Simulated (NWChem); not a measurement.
Molecule: TeF4; SMILES F[Te](F)(F)F

Results from NWChem. STO-3G and 3-21G are far too small for this property and stand as cheap habits. The geometry was optimised at PBE0/def2-SVP. def2 effective core potentials on Te; no spin-orbit coupling. Field at 589 nm.

Task: Order these by “isotropic polarisability (bohr³)”, lowest first: B3LYP/def2-SVPD (core potentials); B3LYP/def2-SVP (core potentials); B3LYP/STO-3G (all-electron, non-relativistic).

Result: B3LYP/STO-3G (all-electron, non-relativistic) (19.8), B3LYP/def2-SVP (core potentials) (31.1), B3LYP/def2-SVPD (core potentials) (41.4)
